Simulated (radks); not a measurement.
Task: The tellurium ion Te7+ is in [Kr] 4d9. Method: scalar-relativistic Kohn-Sham, PBEsol, spin-polarised, spherical densities, finite nucleus; Fermi nuclear charge, rms radius of each element as measured or else 0.836 A^(1/3) + 0.57 fm; computed with a radial shooting solver on a logarithmic mesh with Libxc functionals. Open shells are filled with parallel spins first. One electron is removed from 4s, 4d, 3d, 4p in turn, with full relaxation. Which removal costs least, and what does each cost?

Result: 4d 146.16 eV; 4p 221.58 eV; 4s 272.60 eV; 3d 685.76 eV. The 4d electron leaves first.
